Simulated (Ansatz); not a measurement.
Energy profile

The step: SiN₂H₅F ([NH2][SiH]([NH2])[F]) → SiN₂H₄ ([NH2][Si][NH2]) + HF; bonds formed: F2–H3; bonds broken: Si1–F2, Si1–H3 (atoms numbered as in the saddle structure below).

```
atom    x (Å)    y (Å)    z (Å)
 Si1   0.5259   0.0347  -0.3359
  F2  -0.1765  -1.5300  -1.5571
  H3   0.8665  -0.8988  -1.6073
  N4  -0.6197   1.2807  -0.3745
  N5   0.5420  -0.5265   1.2613
  H6  -0.8327   1.7579  -1.2337
  H7  -1.2912   1.4751   0.3506
  H8   1.1229  -1.3018   1.5299
  H9  -0.1372  -0.2914   1.9666
```

Electronic energies by CCSD(T) at an estimated basis limit (MP2 extrapolated from triple and quadruple zeta, plus CCSD(T) − MP2 in triple zeta), on PBE0-D4/def2-TZVP structures; SiN2H5F, singlet; no counterpoise correction. Ansatz 0.2.0; basis: def2-TZVPP and def2-QZVPP; cores frozen in the correlated methods. Extrapolation: Hartree–Fock as exp(−7.88 √X), correlation as X^−2.97.

(1) Give the profile in eV, counted from the start structure. (Judge from chemistry; the value comes from the calculation.)

T1 diagnostic: at most 0.016.

Results:

(1) The calculation gives:
```
                                                                                                    point     eV
                                                                                          start structure  0.000
                                                                                                   saddle  3.811
                                                                                            end structure  2.674
separated: SiN2H4 (linked as [NH2][Si][NH2]; Si1, N4, N5, H6, H7, H8, H9; singlet) + HF (F2, H3; singlet)  2.962
```

Losses and insertions of silylenes and their heavier kin drive the gas-phase chemistry of silicon and germanium vapour deposition.

For scale, one of the runs: CCSD(T)/def2-TZVPP, 205 basis functions, launched by `ansatz run in.yaml --threads 4 --pin off --events-out ev --progress --plain --max-ram 9574MiB`. Time: 43 s of wall clock on 4 CPU threads of an Arm Neoverse V2; the host was shared. Peak host memory: 2.7 GiB.
